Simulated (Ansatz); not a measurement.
Program: Ansatz. Geometries: PBE0-D4/def2-TZVP. ΔE: electronic, gas phase. CCSD(T)/CBS is the MP2 limit (def2-TZVPP, def2-QZVPP) plus CCSD(T) − MP2 in def2-TZVPP, frozen cores. Functionals use def2-TZVPP. One conformer a species, not always the lowest.

Consider the isomerisation: `C[SiH](C)CCl` → `CCC[SiH2]Cl`.

Problem. Is it downhill or uphill in electronic energy at CCSD(T)/CBS, and by how much? (An estimate is asked.)

Solution. Computed: Downhill: ΔE = -0.81 eV.

Problem. What do these levels give: PBE, PBE0, HF/def2-TZVPP, CCSD/def2-TZVPP, CCSD(T)/def2-TZVPP, HF/CBS(def2)? (An estimate is asked.)

Solution. Computed: PBE -0.74, PBE0 -0.80, HF/def2-TZVPP -0.95, CCSD/def2-TZVPP -0.84, CCSD(T)/def2-TZVPP -0.81, HF/CBS(def2) -0.96 eV.

Largest T1 diagnostic among the species: 0.009.

In def2-TZVPP, CCSD(T) changes the Hartree–Fock value by +0.14 eV (the triples alone add +0.03 eV) and MP2 by +0.11 eV. The D4 term adds +0.03 eV with B3LYP and +0.02 eV with PBE0; it sums over pairs of atoms, weighted by their polarisabilities, and B3LYP, whose exchange is more repulsive, gets the larger term. From PBE to PBE0 (25 % exact exchange), in def2-TZVPP and without D4, ΔE moves by −0.05 eV.

B3LYP here is the variant with VWN-RPA as its local correlation; programs differ in this.
